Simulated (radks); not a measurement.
Results of a calculation; reference values are marked as such.
All-electron atom: K13+ in [He] 2s2 2p2. Code: a radial shooting solver on a logarithmic mesh with Libxc functionals. Model: non-relativistic Kohn-Sham, PBE, spin-polarised, spherical densities, point nucleus; open shells are filled with parallel spins first.

Normalised radial functions P(r) = r R(r), r in bohr:

r	1s up	1s down
0.005747	0.8351	0.8362
0.007019	0.9956	0.9969
0.008505	1.1727	1.1743
0.01031	1.3732	1.3751
0.01259	1.6062	1.6083
0.01525	1.8503	1.8528
0.01848	2.1090	2.1118
0.02239	2.3732	2.3762
0.02735	2.6395	2.6428
0.03314	2.8676	2.8710
0.04015	3.0451	3.0486
0.04904	3.1481	3.1513
0.05942	3.1416	3.1442
0.072	3.0113	3.0130
0.08794	2.7361	2.7365
0.1066	2.3504	2.3493
0.1291	1.8809	1.8785
0.1577	1.3616	1.3582
0.1911	0.8989	0.8947
0.2315	0.5238	0.5205
0.2828	0.2542	0.2522
0.3426	0.1053	0.1044
0.4151	0.0350	0.0346
0.5071	0.0083	0.0082
0.6144	0.0015	0.0015
0.7444	0.0002	0.0002
0.9093	0.0000	0.0000
1.102	0.0000	0.0000

1s up: eigenvalue -4076.8 eV, 0 radial nodes, <r> = 0.0813 bohr, 90 % of the charge inside 0.145 bohr. 1s down: eigenvalue -4069.2 eV, 0 radial nodes, <r> = 0.0811 bohr, 90 % of the charge inside 0.144 bohr.
